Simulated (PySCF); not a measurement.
# NMR problem set

- B3LYP/pcJ-1 coupling constants (spin–dipole term left out of most H,H and C,H couplings)
- structure optimised with GFN2-xTB
- PBE0/pcSseg-1 with gauge-including orbitals
- program: PySCF
- non-relativistic Hamiltonian, no solvent, one averaged value for each set of equivalent atoms, a single conformation

References, each an isolated molecule treated in the same way: 1H (31.72 ppm) and 13C (186.93 ppm) against TMS. Multiplet labels drop J under 1 Hz and among equivalent protons, and merge close values. Unscaled 3J(H,H) run several per cent high. Where no couplings were computed, multiplicities follow the n + 1 count of equivalent neighbours, and m marks all less simple cases (inequivalent or close neighbours, rings, F or P nearby). One-bond C–F couplings are unscaled and too large by tens of Hz. Shifts are as computed. Against solution values, carbons near 30 ppm lie about +3 ppm off and those near 130 ppm about +5 ppm. Of 1211 compounds with measured shifts, 218 miss one by over three times the rms of a fit or turn the order of signals round; such compounds aren't used in these exercises.

Task: C4H9N3Si. 1H NMR (400 MHz, computed): δ 4.49 (s, 3H), 4.20 (s, 3H), 2.55 (s, 3H). 13C{1H} NMR (computed): δ 157.6 (C), 137.7 (C), 41.2 (CH3), 13.6 (CH3). Identify the compound.

Result: SMILES Cc1nn(C)nc1[SiH3]. Rings plus π bonds: 3 (1 ring in the answer). 4 carbon signals for 4 carbons: no two carbons are equivalent. Carbon types of the structure: 2 × C, 2 × CH3, leaving 3 H on heteroatoms. δC 157.6, 137.7: substituted aromatic carbon next to a ring nitrogen. δC 41.2: methyl carbon bonded to N; pulled downfield by the heteroatom. δH 4.20: hydrogen on a methyl carbon bonded to N; its carbon carries N, an electronegative neighbour. δH 2.55: hydrogen on a methyl carbon on an aromatic ring; benzylic-type position, deshielded by the ring.

The shifts were computed for this structure.

Task: C4H3FO2. 1H NMR (500 MHz, computed): δ 9.74 (d, J = 1.4 Hz, 1H), 6.45 (d, J = 62.5 Hz, 1H), 6.44 (d, J = 1.0 Hz, 1H). 13C{1H} NMR (computed): δ 188.4 (CH), 169.6 (C, d, J = 12.0 Hz), 126.3 (CH, d, J = 8.8 Hz), 111.5 (CH, d, J = 326.5 Hz). Identify the compound.

Result: SMILES O=CC1=C[C@H](F)O1. Rings plus π bonds: 3 (1 ring in the answer). 4 carbon signals for 4 carbons: no two carbons are equivalent. Carbon types of the structure: 1 × C, 3 × CH, which accounts for all hydrogens. δC 188.4: aldehyde carbonyl carbon; low-lying n→π* states of the double bond to the heteroatom give a large paramagnetic term (-244 ppm). δC 169.6: alkene carbon bearing oxygen; an sp2 carbon further deshielded by the attached heteroatom. δC 111.5: allylic sp3 CH bonded to F and O; 2 electronegative neighbours deshield it. δH 9.74: hydrogen on an aldehyde carbonyl carbon; deshielded by the polar, anisotropic C=O bond.

The shifts were computed for this structure.
